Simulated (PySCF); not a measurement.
SZn, SMILES [Zn]=[S]. Heavy atoms are numbered as in [Zn:1]=[S:2].

The structure is a stationary point at PBE0-D3(BJ)/def2-TZVP.

These are PySCF with PBE/def2-TZVPD values and carry that method's errors.

Mulliken values depend strongly on the basis, most of all with diffuse functions as here. ESP charges are fitted to the potential on shells at 1.4 to 2.0 van der Waals radii. Atomic charges (e), one atom of each kind:

```
atom  Mulliken  ESP fit
----  --------  -------
Zn1       0.21     0.58
S2       -0.21    -0.58
```
